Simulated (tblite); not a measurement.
Compound: C8H6N (doublet state).
SMILES with atom numbers: `[CH:1]#[C:2][C@H:3]1[CH:4][C:5]([C:6]#[N:7])=[CH:8][CH2:9]1` (hydrogens: H10 on C1; H11 on C3; H12 on C4; H13 on C8; H14, H15 on C9)

Structure optimised with GFN2-xTB, isolated species. This method treats the open shell by occupation alone, without spin polarisation.

Q: List the bond lengths, angles and torsions at this level.

A: 
```csv
bond,length (Å),order
C1≡C2,1.196,triple
C2–C3,1.454,single
C3–C4,1.498,single
C4–C5,1.385,single
C5–C6,1.412,single
C6≡N7,1.146,triple
C5=C8,1.386,double
C8–C9,1.488,single
C3–C9,1.549,single
C1–H10,1.049,single
C3–H11,1.099,single
C4–H12,1.073,single
C8–H13,1.073,single
C9–H14,1.095,single
C9–H15,1.094,single
```

Orders are formal, as drawn. A selection of angles:
```csv
angle,degrees
C1–C2–C3,178.1
C2–C3–C4,110.9
C2–C3–C9,112.6
C4–C3–C9,104.1
C3–C4–C5,109.9
C4–C5–C6,124.1
C4–C5–C8,111.3
C6–C5–C8,124.6
C5–C6–N7,179.7
C5–C8–C9,110.1
C3–C9–C8,104.5
```

Dihedral angles: C2–C3–C4–C5 122° (anticlinal); C3–C4–C5–C6 180° (antiperiplanar); C4–C5–C8–C9 -1° (synperiplanar); C5–C8–C9–C3 1° (synperiplanar); C2–C3–C9–C8 -121° (anticlinal).

The 8 C–C bonds span 1.196 Å (C1≡C2, drawn triple) to 1.549 Å (C3–C9, drawn single), a spread of 0.353 Å. The 5-membered ring C3–C4–C5–C8–C9 has internal angles of 104.1° to 111.3°; it is planar, 0.00 Å rms from its mean plane, widest ring torsion 1°. C5 (carbon bonded to 3 C) is planar (angles 124.6°, 124.1° and 111.3°, sum 360.0°, 0.00 Å off the plane of its three neighbours). C4 (carbon bonded to 2 C and H) is planar (angles 126.6°, 123.5° and 109.9°, sum 360.0°, 0.01 Å off the plane of its three neighbours). C8 (carbon bonded to 2 C and H) is planar (angles 126.1°, 123.7° and 110.1°, sum 360.0°, 0.00 Å off the plane of its three neighbours).

Point group: C1 (no symmetry element, even within 0.4 Å). Its GFN2-xTB frequencies are all real (lowest 54 cm⁻¹).

The numbers are calculated, not measured.
